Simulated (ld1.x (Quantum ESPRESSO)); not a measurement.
Values are calculated unless marked as measured or tabulated.
**Potentials for C (Z = 6) compared**

Generated with ld1.x 7.5 (TM, RRKJ, ultrasoft, PAW), atompaw 4.2 or ONCVPSP 4.0.1. The cutoff is in Ry: for ld1.x and atompaw files where the sum of valence levels is converged to 10 mRy in a Bessel basis, for ONCV files where the hardest occupied wave has 1 mHa per electron of residual kinetic energy. The error is the largest all-electron minus pseudo excitation energy over each file’s own four to seven test configurations (ionisations up to +4, promotions, holes and added fractions of an electron), all of which were solved. The labels leave out finer settings (local radius, basis sizes, second energies), which also bear on the numbers. Spin-polarised tests are not counted. The rows are a selection from randomly drawn settings: files with unsolved tests, undetermined cutoffs or missed reference levels are left out.

```tsv
potential	cutoff (Ry)	largest error (meV)	bound ghosts
ultrasoft, PBEsol, scalar-relativistic, rc 1.20/2.40/2.35 (spd), local smoothed, core correction yes, reference 2s2 2p2	12	+380	none
PAW, PBE, scalar-relativistic, rc 1.45/1.70/1.55 (spd), local smoothed, core correction yes, reference 2s2 2p2	18	-17	none
RRKJ, LDA (PZ), scalar-relativistic, rc 0.85/1.85/1.50 (spd), local s, core correction no, reference 2s2 2p2	80	+652	none
TM, BP86, non-relativistic, rc 1.30/2.30 (sp), local smoothed, core correction no, reference 2s2 2p1	35	+502	none
```

Task: Fill in the row for C: ultrasoft, LDA (PZ), scalar-relativistic, rc 1.05/1.45 (sp), local smoothed, core correction yes, reference 2s2 2p2.

Result: cutoff 30 Ry, largest error +149 meV, bound ghosts: none.

Task: Fill in the row for C: TM, LDA (PZ), scalar-relativistic, rc 0.90/1.85 (sp), local s, core correction yes, reference 2s1 2p3.

Result: cutoff 35 Ry, largest error +622 meV, bound ghosts: none.

Task: Fill in the row for C: RRKJ, LDA (PZ), non-relativistic, rc 1.30/2.30 (sp), local smoothed, core correction yes, reference 2s2 2p1.5.

Result: cutoff 45 Ry, largest error +442 meV, bound ghosts: none.
